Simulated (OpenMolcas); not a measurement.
2s2 2p4 along the 8-electron sequence

```json
{
  "Program": "OpenMolcas",
  "Method": "SS-CASPT2, IPEA 0.25 Eh, imaginary shift 0.1 Eh",
  "Basis": "ANO-RCC-VTZP",
  "Scalar Hamiltonian": "DKH2, point nucleus",
  "Spin-orbit coupling": "state interaction with AMFI integrals over the reference wave functions, term energies averaged over their components"
}
```

Active space for each ion: 4 electrons in 3 orbitals (2p); closed shells correlated by CASPT2: 1s 2s.

Computed levels in cm-1 above 3P2:

```tsv
Level	O	F+	Ne2+
3P1	149	323	601
3P0	222	479	886
1D2	15790	21020	26220
1S0	35790	47390	58770
weight of 3P in the lowest level (%)	100	100	100
```

Measured, with the error of the calculation in %. Measured levels: O, F+ from NIST Handbook of Basic Atomic Spectroscopic Data; Ne2+ from Moore, Atomic Energy Levels, vol. I, NSRDS-NBS 35 (1971 reprint of NBS Circular 467, 1949).

| Level | O | F+ | Ne2+ |
| --- | --- | --- | --- |
| 3P1 | 158 (-5.6) | 341 (-5.3) | 650 (-7.6) |
| 3P0 | 227 (-2.0) | 490 (-2.2) | 927 (-4.4) |
| 1D2 | 15868 (-0.5) | 20873 (+0.7) | 25841 (+1.5) |
| 1S0 | 33793 (+5.9) | 44918 (+5.5) | 55747 (+5.4) |

The fine-structure level 3P0 changes by a factor of 3.99 from O to Ne2+. Its fourth root runs 3.86, 4.68, 5.46, with steps per unit of Z of 0.82, 0.78; equal steps would mean a (Z - σ)^4 law with constant σ.

1D2 changes by a factor of 1.66 over the same range, with steps per unit of Z of +5230, +5200 cm-1.

Term energies are means over components that CASPT2 splits; among the terms shown or strongly mixed into the levels shown the widest spread is 110 cm-1 (2s2 2p4 1D, O). With the s shell closed, the reference lacks s² → p² mixing. Measured partners are found by configuration, term and J. A level has none where our copy of the source lacks it or the pairing is in doubt (some pairs that miss far off the trend of their configuration count as doubtful), and it then counts in no deviation. Levels of configurations outside the active space are missing.
